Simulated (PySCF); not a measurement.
Bonds broken one at a time in the series allyl-X. Isolated molecules, 0 K electronic values unless said otherwise. One relaxed conformer stands for each flexible species; it need not be the lowest. Strings in code marks are SMILES.

The four lowest singlet excitations (Tamm–Dancoff). Computed with B3LYP-D3(BJ)/def2-TZVP // PBE0-D4/def2-TZVP in PySCF. B3LYP has the VWN-RPA correlation part, as in Gaussian. Excitations are Tamm–Dancoff values on a coarser integration grid. The basis has no diffuse functions, so Rydberg states are missing or too high.

| state | energy (eV) | wavelength (nm) | oscillator strength |
|---|---|---|---|
| S1 | 5.28 | 235 | 0.019 |
| S2 | 5.75 | 216 | 0.025 |
| S3 | 6.82 | 182 | 0.033 |
| S4 | 6.97 | 178 | 0.006 |

Say which member gives these states.
(A) `C=CCSC` (C–C–C–S torsion 113°, C–C–S–C torsion -66°)
(B) `C=CCS` (C–C–C–S torsion 118°, C–C–S–H torsion -57°)
(C) `C=CCO` (C–C–C–O torsion 123°, C–C–O–H torsion -56°)
(D) `C#CCC=C`

B, `C=CCS` (C–C–C–S torsion 118°, C–C–S–H torsion -57°)
